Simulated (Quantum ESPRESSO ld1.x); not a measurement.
Task: W IV, configuration [Xe] 4f14 5d3. Method: Dirac Kohn-Sham, revPBE, spin-unpolarised, spherical densities, point nucleus; open shells fill j = l - 1/2 first; computed with ld1.x of Quantum ESPRESSO 7.5. Some entries of the table are withheld. Estimate them.

orbital,occ.,eigenvalue (eV),<1/r> (bohr^-1),<r> (bohr)
1s1/2,2,-69430.4,87.14,0.01834
2s1/2,2,-11998.8,21.20,0.07693
2p1/2,2,-11473.4,(1),(2)
2p3/2,4,-10120.6,(3),(4)
3s1/2,2,-2785.21,7.780,(5)
3p1/2,2,-2551.66,7.692,0.1905
3p3/2,4,-2259.12,6.817,0.2053
3d3/2,4,-1866.77,6.711,0.1797
3d5/2,6,-1803.16,6.504,0.1842
4s1/2,2,-597.275,3.268,0.4494
4p1/2,2,-500.469,3.157,0.4546
4p3/2,4,-432.696,2.853,0.4878
4d3/2,4,-273.928,2.638,0.5047
4d5/2,6,-261.442,2.565,0.5161
5s1/2,2,-107.297,1.266,1.065
5p1/2,2,-78.5590,1.139,1.169
5p3/2,4,-68.6058,1.034,1.267
4f5/2,6,-62.8673,2.102,0.6019
4f7/2,8,-60.6276,2.071,0.6114
5d3/2,3,-31.3261,(6),1.734
5d5/2,0,-30.3722,(7),1.780

Result: 
(1) 2p1/2 <1/r> (bohr^-1): 21.15
(2) 2p1/2 <r> (bohr): 0.06365
(3) 2p3/2 <1/r> (bohr^-1): 17.77
(4) 2p3/2 <r> (bohr): 0.07161
(5) 3s1/2 <r> (bohr): 0.2005
(6) 5d3/2 <1/r> (bohr^-1): 0.7428
(7) 5d5/2 <1/r> (bohr^-1): 0.7216
